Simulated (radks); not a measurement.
Task: Gd+, configuration [Xe] 4f7 5d1 6p1 (not the ground configuration). All-electron calculation, scalar-relativistic Kohn-Sham, r2SCAN, spin-unpolarised, spherical densities, finite nucleus; meta-GGA in the generalised Kohn-Sham scheme; Fermi nuclear charge, rms radius 5.1569 fm. Program: a radial shooting solver on a logarithmic mesh with Libxc functionals. Some entries of the table are withheld. Estimate them.

| orbital | occ. | eigenvalue (hartree) | <r> (bohr) |
|---|---|---|---|
| 1s | 2 | (1) | 0.02191 |
| 2s | 2 | -305.5170 | 0.09326 |
| 2p | 6 | -271.7914 | 0.08238 |
| 3s | 2 | -68.25167 | (2) |
| 3p | 6 | -57.74864 | 0.2427 |
| 3d | 10 | -43.88242 | 0.2212 |
| 4s | 2 | -14.12295 | (3) |
| 4p | 6 | -10.64265 | 0.5851 |
| 4d | 10 | (4) | 0.6362 |
| 5s | 2 | -2.16118 | 1.337 |
| 5p | 6 | -1.31543 | 1.551 |
| 4f | 7 | -0.59321 | 0.8625 |
| 5d | 1 | -0.33743 | 2.497 |
| 6p | 1 | -0.22785 | 4.716 |

Result: 
(1) 1s eigenvalue (hartree): -1844.045
(2) 3s <r> (bohr): 0.2440
(3) 4s <r> (bohr): 0.5530
(4) 4d eigenvalue (hartree): -5.80850
